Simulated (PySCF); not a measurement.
H$_{5}$O$_{7}$Si$_{2}$ (SMILES [O][Si](O)(O)O[Si](O)(O)O), doublet, at a GFN2-xTB geometry. Base run: PySCF with CAMB3LYP/STO-3G.

The PySCF input:
```python
from pyscf import gto, scf, dft

mol = gto.Mole()
mol.atom = '''
    O    -1.38566584    0.78660913    1.19374284
    Si   -1.44979382   -0.46813140    0.23735113
    O    -2.72428454   -0.73770735   -0.72031402
    O    -1.04288332   -1.88133176    0.90580808
    O    -0.20484634    0.13436120   -0.66872121
    Si    1.34533370    0.49601259   -0.26815213
    O     1.34062698    1.40711970    1.06276785
    O     2.23515150   -0.84507062   -0.08154727
    O     1.86220299    1.25294659   -1.59312161
    H    -3.07490152   -0.01432190   -1.23243207
    H    -1.44040589   -2.67660478    0.55969025
    H     0.48367677    1.57776362    1.46573652
    H     2.06165158   -1.42767514    0.65418423
    H     2.79000916    1.21508668   -1.80488245
'''
mol.basis = 'sto-3g'
mol.spin = 1
mol.verbose = 4
mol.build()

mf = dft.UKS(mol)
mf.xc = 'camb3lyp'
mf.kernel()
```

Variants of this job, named by their change:

```tsv
change	ΔE vs base (mEh)	fitting functions	dipole (D)
base	0.000	-	2.01
auxbasis = cc-pvtz-jkfit	-0.845	945	2.01
auxbasis = even-tempered beta=3.0	-20.783	348	2.01
auxbasis = def2-universal-jkfit	-3.650	885	2.01
auxbasis = def2-svp-ri	-697.0	530	2.00
auxbasis = autoaux	-2.049	701	2.01
auxbasis = def2-tzvp-ri	-25.178	833	2.01
auxbasis = def2-universal-jfit	560.8	500	2.01
auxbasis = default (with mf = mf.density_fit())	-3.650	885	2.01
auxbasis = even-tempered beta=2.0	-2.172	539	2.01
```

A fitting set is made for a task (jfit for Coulomb, jkfit for Coulomb and exchange, ri for correlation) and for a family of orbital bases.

Open shells are given as the SCF converged; they aren't shown to be the lowest states, and a large step between rows can be another state.
